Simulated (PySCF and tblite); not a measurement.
Results of a calculation; reference values are marked as such.
## Dynamics report: rotation

System: C6H7NO, numbered as in [CH3:1][n:2]1[cH:3][cH:4][cH:5][c:6]1[CH:7]=[O:8].

Motion: rotation about the C6–C7 bond (torsion N2–C6–C7–O8 from 0° to 180°, rising). Level: revPBE/pcSseg-1 + D3(BJ) on GFN2-xTB stationary points, with GFN2-xTB thermal terms. Rate constants are transition-state-theory values, counting equivalent paths, without tunnelling. Run with tblite and PySCF.

```
 point  symmetry  E(GFN2) kcal/mol  E(DFT) kcal/mol  ZPE change kcal/mol  lowest mode cm⁻¹  dipole D
 start        Cs               0.0              0.0                 0.00                83      2.83
saddle        C1              12.6             16.7                -0.71              229i      2.93
   end        Cs               2.7              3.4                -0.08               130      4.85
```

```
Electronic barrier                                      : 16.8 kcal/mol
Barrier with zero-point energy                          : 16.0 kcal/mol
ΔH‡ (298 K)                                             : 15.8 kcal/mol
ΔS‡ (298 K, symmetry apart)                             : -0.9 cal/(mol K)
Paths                                                   : 2 equivalent paths
End point                                               : a different minimum
Mean lifetime of the start against this motion at 298 K : 51 ms
Cost                                                    : 100 s on 1 thread of AMD EPYC 7B13 (shared host) (rough), peak memory 0.63 GiB, launched as `OMP_NUM_THREADS=1 python ens_run.py task.json out`
```

```
T/K  ΔG‡ kcal/mol      k s⁻¹  ΔG kcal/mol  k back s⁻¹
150          16.0  2.9×10⁻¹¹          3.3    1.9×10⁻⁶
200          16.0   2.5×10⁻⁵          3.3       0.099
250          16.1      0.095          3.3          68
298          16.1         20          3.2        4590
350          16.1       1200          3.2     1.2×10⁵
400          16.2    2.3×10⁴          3.1     1.2×10⁶
500          16.4    1.4×10⁶          3.0     3.1×10⁷
```

ΔG and ΔG‡ leave out symmetry numbers and mirror images; rates count paths: 2 out, 2 back.
